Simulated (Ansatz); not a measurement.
Correlation energies of C₂H₉BN₂, SMILES `NBCCN` by basis set

```xyz
14

N    -0.819   -0.059    2.171
B    -0.886    0.348    0.842
C     0.391    0.794    0.035
C     0.422    0.167   -1.351
N     0.369   -1.283   -1.225
H    -1.627   -0.328    2.705
H     0.045   -0.136    2.681
H    -1.973    0.397    0.331
H     1.321    0.555    0.570
H     0.378    1.887   -0.070
H     1.295    0.528   -1.917
H    -0.467    0.484   -1.905
H     0.365   -1.730   -2.134
H     1.186   -1.622   -0.732
```

The species carries charge 0 and has multiplicity 1. Geometry: relaxed with PBE0-D4/def2-TZVP. It is one conformer, not always the lowest. Frozen core, restricted reference, Ansatz 0.2.0. CBS rows extrapolate triple and quadruple zeta; past MP2 they add the triple-zeta difference.

```tsv
basis	HF (Eh)	MP2 corr.
def2-TZVPP	-214.68741	-0.88321
def2-QZVPP	-214.69793	-0.94211
```

(1) Estimate the CCSD correlation energy and the (T) correction in each basis where they were run (hartree).

Answers

(1) 
| basis | CCSD corr. | (T) |
| --- | --- | --- |
| def2-TZVPP | -0.92980 | -0.03587 |
| CBS(def2) | -1.03233 | as TZ |
